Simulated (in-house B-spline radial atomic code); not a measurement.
A fraction x of an electron is moved 4p → 4d in the selenium ion Se²⁺, starting from [Ar] 3d10 4s2 4p2 and keeping the highest spin. Level of theory: scalar-relativistic (X2C) B3LYP, spin-polarised, spherical fractional occupations, Fermi nucleus of rms radius 4.14 fm; calculated with an all-electron radial atomic-structure program (B-spline basis).

Caution: exact exchange at fractional occupations of open shells leaves self-interaction of up to several eV.

```json
{"x": "0", "E(x) - E(0) (eV)": "0.0000", "4p up level (eV)": "-26.742", "4d up level (eV)": "-"}
{"x": "0.125", "E(x) - E(0) (eV)": "2.0203", "4p up level (eV)": "-26.949", "4d up level (eV)": "-10.799"}
{"x": "0.25", "E(x) - E(0) (eV)": "4.0377", "4p up level (eV)": "-27.148", "4d up level (eV)": "-11.020"}
{"x": "0.375", "E(x) - E(0) (eV)": "?", "4p up level (eV)": "?", "4d up level (eV)": "?"}
{"x": "0.5", "E(x) - E(0) (eV)": "8.0644", "4p up level (eV)": "-27.527", "4d up level (eV)": "-11.442"}
{"x": "0.625", "E(x) - E(0) (eV)": "?", "4p up level (eV)": "?", "4d up level (eV)": "?"}
{"x": "0.75", "E(x) - E(0) (eV)": "12.0794", "4p up level (eV)": "-27.878", "4d up level (eV)": "-11.844"}
{"x": "0.875", "E(x) - E(0) (eV)": "14.0818", "4p up level (eV)": "-28.045", "4d up level (eV)": "-12.039"}
{"x": "1", "E(x) - E(0) (eV)": "16.0806", "4p up level (eV)": "-28.205", "4d up level (eV)": "-12.230"}
```

(1) What belongs in the row x = 0.375?

(2) What belongs in the row x = 0.625?

(3) Check Janak's theorem between x = 0.125 and 0.25.

## Answers

(1) An energy change of 6.0524 eV; 4p up at -27.341 eV, 4d up at -11.234 eV.

(2) An energy change of 10.0734 eV; 4p up at -27.706 eV, 4d up at -11.646 eV.

(3) The slope of the energy is 16.14 eV; the orbital levels give 16.14 eV (ε of the receiving orbital less ε of the emptying one, averaged over the two points).
